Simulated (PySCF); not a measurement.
**Vertical excitation energies**

Compound: C4H9NOSi.
Numbering: `[CH2:1]=[C:2]([SiH3:3])[CH2:4][NH:5][CH:6]=[O:7]` (hydrogens: H8, H9 on C1; H10, H11, H12 on Si3; H13, H14 on C4; H15 on N5; H16 on C6)

Method used: PySCF 2.14.0, density-fitted response routines, TDDFT CAM-B3LYP/def2-SVPD, vertical, gas phase, core orbitals frozen in the response. Isolated species at its GFN2-xTB geometry (one conformer only). Torsions of this conformer, `[CH2:1]=[C:2]([SiH3:3])[CH2:4][NH:5][CH:6]=[O:7]`: C1–C2–C4–N5 122°, C2–C4–N5–C6 103°, C4–N5–C6–O7 3°.

**Question.** Predict the UV-vis stick spectrum at this level.

**Answer.** 

```
state  E (eV)  E (kJ/mol)  λ (nm)       f  |μ| (D)   main configurations (H = HOMO, L = LUMO)
   S1    5.76         556   215.1  0.0012     0.24    H-1→L+3 (18%), H→L+3 (16%), H-1→L (10%)
   S2    6.48         625   191.5   0.049     1.41        H-1→L (47%), H→L (25%), H-3→L (18%)
   S3    6.99         675   177.3  0.0061     0.48  H-1→L+1 (38%), H→L+1 (35%), H-1→L+2 (11%)
   S4    7.14         689   173.7   0.384     3.77        H→L (32%), H-2→L (20%), H-3→L (19%)
   S5    7.21         696   171.9   0.059     1.47        H→L (19%), H-1→L (16%), H-3→L (13%)
   S6    7.37         711   168.3   0.021     0.87    H→L+1 (28%), H-1→L+1 (20%), H-3→L (16%)
   S7    7.52         726   164.8   0.030     1.03    H→L+2 (29%), H-2→L+1 (26%), H-3→L (16%)
   S8    7.73         746   160.4   0.122     2.04    H→L+4 (15%), H-1→L+3 (15%), H→L+3 (12%)
```

Triplets, Tamm–Dancoff:

```tsv
state	E (eV)	λ (nm)	main configurations (H = HOMO, L = LUMO)
T1	4.35	285.0	H→L (47%), H-2→L (40%)
T2	5.27	235.3	H-1→L+3 (25%), H-1→L (12%), H→L+3 (11%)
T3	5.41	229.3	H→L+3 (19%), H-1→L+3 (13%), H-1→L (10%)
```

The lowest singlet comes at 215 nm (556 kJ/mol) in the ultraviolet; it is very weak; its leading configuration is HOMO-1→LUMO+3 (18%). The strongest level in the table is S4 at 7.14 eV (174 nm, f = 0.384). Löwdin shares by element: HOMO carbon 32% or more, oxygen 31%, nitrogen 14% (atoms not listed hold the other 23%); LUMO carbon 59% or more, silicon 7%, hydrogen 6% or more (atoms not listed hold the other 28%). Weighted by f, the mean energy of these states is 7.22 eV. The listed states span 1.96 eV, and the widest gap between neighbours is 0.71 eV (S1 to S2). Orbital energies (eV): HOMO-3 -10.46, HOMO-2 -9.59, HOMO-1 -9.10, HOMO -8.98, LUMO 0.64, LUMO+1 1.00, LUMO+2 1.60. No computed singlet lies in the visible range (380 to 750 nm); the lowest, at 215 nm, stands 2.50 eV above its violet end (3.26 eV). Singlets were solved by full linear response, triplets in the Tamm–Dancoff approximation.
